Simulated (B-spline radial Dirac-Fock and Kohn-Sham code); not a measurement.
# X-ray form factors of rubidium in several charge states

Calculated with a radial B-spline solver, using relativistic Hartree-Fock (Dirac-Fock) wave functions, averaged over the configuration.

Configurations: Rb¹⁹⁺ [Ne] 3s2 3p6; Rb²¹⁺ [Ne] 3s2 3p4; Rb²²⁺ [Ne] 3s2 3p3; Rb²³⁺ [Ne] 3s2 3p2. The first column is f₀ of Rb¹⁹⁺, the others are differences from it.

| s (Å⁻¹) | Rb¹⁹⁺ | Δ Rb²¹⁺ | Δ Rb²²⁺ | Δ Rb²³⁺ |
| --- | --- | --- | --- | --- |
| 0 | 18.000 | -2.000 | -3.000 | -4.000 |
| 0.05 | 17.961 | -1.990 | -2.986 | -3.982 |
| 0.1 | 17.845 | -1.962 | -2.944 | -3.927 |
| 0.15 | 17.655 | -1.915 | -2.875 | -3.836 |
| 0.2 | 17.394 | -1.851 | -2.781 | -3.714 |
| 0.25 | 17.069 | -1.771 | -2.664 | -3.561 |
| 0.3 | 16.684 | -1.678 | -2.527 | -3.382 |
| 0.35 | 16.248 | -1.574 | -2.373 | -3.181 |
| 0.4 | 15.769 | -1.461 | -2.206 | -2.962 |
| 0.45 | 15.255 | -1.341 | -2.030 | -2.730 |
| 0.5 | 14.715 | -1.218 | -1.848 | -2.490 |
| 0.6 | 13.592 | -0.970 | -1.479 | -2.004 |
| 0.7 | 12.462 | -0.733 | -1.126 | -1.536 |
| 0.8 | 11.379 | -0.521 | -0.808 | -1.112 |
| 0.9 | 10.381 | -0.342 | -0.537 | -0.749 |
| 1 | 9.492 | -0.199 | -0.320 | -0.455 |
| 1.1 | 8.722 | -0.093 | -0.157 | -0.232 |
| 1.2 | 8.068 | -0.021 | -0.044 | -0.076 |
| 1.4 | 7.069 | +0.045 | +0.063 | +0.078 |
| 1.6 | 6.371 | +0.044 | +0.066 | +0.088 |
